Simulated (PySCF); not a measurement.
## Electronic structure of Ga³⁺ (gallium, charge +3) at the PBE level

Configuration: [Ar] 3d10, closed-shell 1S. Calculation: PySCF 2.14, in aug-cc-pVTZ-PP with ECP10MDF (6s5p4d2f, 55 functions); a scalar-relativistic core potential.

* Total energy: -257.3236 hartree
* One-electron energy: -437.4301 hartree
* Hartree (Coulomb) energy: 202.1522 hartree
* Exchange-correlation energy: -22.0457 hartree
* ⟨S²⟩: 0.0000
* ⟨L²⟩: 0.000
* Sum of ⟨r⟩: 13.26 bohr
* Sum of ⟨r²⟩: 12.05 bohr²

| shell | electrons | mean orbital energy (eV) | rms radius, mean of both spins (bohr) |
| --- | --- | --- | --- |
| 3s | 2 | -180.84 | 0.703 |
| 3p | 6 | -132.19 | 0.740 |
| 3d | 10 | -52.958 | 0.882 |

Energies and moments cover only the electrons outside the core potential.
